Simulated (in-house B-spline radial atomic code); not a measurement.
Results of a calculation; reference values are marked as such.
Cd in an electron gas of r_s = 1.5: phase shifts, screening and friction

A nucleus sits in a uniform electron gas with a rigid positive background. The Kohn-Sham equations are solved self-consistently in the spin-unpolarised LDA (PW92), non-relativistic, on B-splines with outgoing waves at the boundary and partial waves to l = 8. The model has no lattice, no bands and no magnetic solution. Atomic units; δ_l are the phase shifts at the Fermi level, counted so that each bound state adds π, and good to about 0.0005.

The density parameter is r_s = 1.5 bohr.

```json
{"l": "0", "δ_l (rad)": "12.0934"}
{"l": "1", "δ_l (rad)": "9.6509"}
{"l": "2", "δ_l (rad)": "6.2750"}
{"l": "3", "δ_l (rad)": "0.3153"}
{"l": "4", "δ_l (rad)": "0.0588"}
{"l": "5", "δ_l (rad)": "0.0147"}
{"l": "6", "δ_l (rad)": "0.0041"}
{"l": "7", "δ_l (rad)": "0.0011"}
{"l": "8", "δ_l (rad)": "0.0003"}
```

Bound levels below the band bottom (hartree): d -14.19, s -3.204, p -2.011, d -0.1161, s -0.003521 and deeper ones.

(1) Check the Friedel sum rule, and say where the screening charge sits.

(2) Find the transport cross section and the electronic stopping of a 2 keV Cd ion (mass 112.41 u).

Results:

(1) k_F = (9π/4)^(1/3)/r_s = 1.27944. The rule is Z = (2/π) Σ (2l + 1) δ_l. The terms are s 7.699, p 18.432, d 19.974, f 1.405 and 0.488 beyond, in all 47.997 against Z = 48. Bound states hold 10 s, 18 p, 20 d electrons, so the scattering states carry 0.00 in all; where a term is smaller than its bound count, the bound level has drawn weight out of the band.

(2) σ_tr = (4π/k_F²) Σ (l + 1) sin²(δ_l − δ_(l+1)). The terms for l = 0 to 3 are 0.4141, 0.1078, 0.3031, 0.2574, all together 1.0930, so σ_tr = 7.677 × 1.0930 = 8.390 bohr². With n = 3/(4π r_s³) = 0.07074, the friction coefficient is Q = n k_F σ_tr = 0.7593. For v well below v_F = 1.279, dE/dx = Q v; with 24801 eV per u at v = 1, v = √(2000/(24801 × 112.41)) = 0.0268, so dE/dx = 0.02034 hartree/bohr = 10.5 eV/nm. The largest term couples the s and p waves.
